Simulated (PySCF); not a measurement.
Ge(H)2(vinyl)2 (C4H8Ge), SMILES C=[CH][GeH2][CH]=C. Geometry optimised at PBE-D3(BJ)/def2-SVP. The values are those of a single conformer.

Problem. Give the equilibrium geometry at PBE-D3(BJ)/def2-SVP (PySCF confirms it by a frequency run) as Cartesian coordinates in Å, and its point group. (The exact figures need the calculation; the answer reports its results.)

Solution. One answer among several that fit: point group C2.
```xyz
13

Ge     0.0000     0.0000     0.5065
C     -1.5365    -0.4785    -0.6025
C     -2.7040     0.1909    -0.5774
C      1.5365     0.4785    -0.6025
C      2.7040    -0.1909    -0.5774
H     -0.4338     1.1987     1.3974
H      0.4338    -1.1987     1.3974
H     -1.4241    -1.3357    -1.2915
H     -3.5555    -0.0919    -1.2214
H     -2.8663     1.0547     0.0910
H      1.4241     1.3357    -1.2915
H      3.5555     0.0919    -1.2214
H      2.8663    -1.0547     0.0910
```
Charge 0, spin multiplicity 1.
